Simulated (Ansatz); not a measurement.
(BeS)n: binding per atom (eV) at several levels, gas phase, relaxed structures; Ansatz. Binding counts from free atoms in the multiplicity of their measured ground term, without zero-point energy. The structures are stationary points that may keep the symmetry of their start. Correlated methods freeze inner cores and use unrestricted references for open shells.

```tsv
species	state	geometry	HF/STO-3G	PBE-D4/def2-SVP	PBE0-D4/def2-SVP	LC-ωPBE/def2-TZVP	MP2/def2-TZVP
(BeS)2 ring (Be2S2)	singlet	PBE0-D4/def2-TZVP	2.92	3.28	3.20	3.19	3.12
(BeS)3 ring (Be3S3)	singlet	PBE-D4/def2-SVP	3.59	3.74	3.66	3.61	3.56
(BeS)6 ring (Be6S6)	singlet	B3LYP-D4/def2-SVP	3.78	3.83	3.76	3.68	3.65
```

Problem. Estimate the column for RPA@PBE/def2-TZVP.

Solution. (BeS)2 ring (Be2S2) 2.57; (BeS)3 ring (Be3S3) 3.00; (BeS)6 ring (Be6S6) 3.09.
